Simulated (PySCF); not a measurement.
Structure with atom numbers: `[CH3:1][C:2]1=[CH:3][O:4][CH2:5][C:6]1([F:7])[F:8]`; H(Xn) means a hydrogen on atom n.

[PySCF: PBE0/pcSseg-1 with gauge-including orbitals; geometry from GFN2-xTB; fast rotation and ring inversion assumed for equivalent nuclei; relativity neglected; no solvent model; one computed conformer]

References, each an isolated molecule treated in the same way: $^{13}$C (σ = 186.93 ppm) and $^{1}$H (σ = 31.72 ppm) against TMS; $^{17}$O (σ = 336.08 ppm) against H2O; $^{19}$F (σ = 170.95 ppm) against CFCl3.

| atoms | nucleus | count | Hirshfeld charge | δ (ppm) |
| --- | --- | --- | --- | --- |
| C5 | $^{13}$C | 1 | -0.01 | 79.9 |
| C3 | $^{13}$C | 1 | 0.03 | ? |
| F7/F8 | $^{19}$F | 2 | -0.12 | -106.6 |
| H(C3) | $^{1}$H | 1 | 0.07 | 6.50 |
| H(C1) | $^{1}$H | 3 | 0.05 | ? |
| O4 | $^{17}$O | 1 | -0.12 | 123.9 |
| C6 | $^{13}$C | 1 | 0.17 | ? |
| C1 | $^{13}$C | 1 | -0.12 | 7.4 |
| C2 | $^{13}$C | 1 | -0.06 | 114.6 |
| H(C5) | $^{1}$H | 2 | 0.06 | 4.56 |

Question: Estimate the values marked ?.

Answer: 
- C3: 158.0 ppm, alkene carbon bearing oxygen; an sp2 carbon further deshielded by the attached heteroatom
- C6: 139.5 ppm, allylic fully substituted sp3 carbon bonded to 2 F; 2 electronegative neighbours deshield it
- H(C1): 2.01 ppm, hydrogen on an allylic methyl carbon; allylic position

Shifts are as computed. Against solution values, carbons near 30 ppm lie about +3 ppm off and those near 130 ppm about +5 ppm (rms about the fit 2.1 ppm; single classes can miss by 10 ppm). Of 1328 compounds with measured shifts, 309 miss one by over three times the rms of a fit or turn the order of signals round; such compounds aren't used in these exercises. Signals without a measured value on file couldn't be tested in this way; 1H shifts scatter by 0.2 ppm about their fit, and single ones miss by 0.5 ppm. Unscaled 19F shifts against computed CFCl3 carry errors that often reach 10 to 50 ppm. Experimental scales use liquid or dissolved standards, which lie at an offset from isolated H2O (liquid H2O: subtract about 36 ppm).
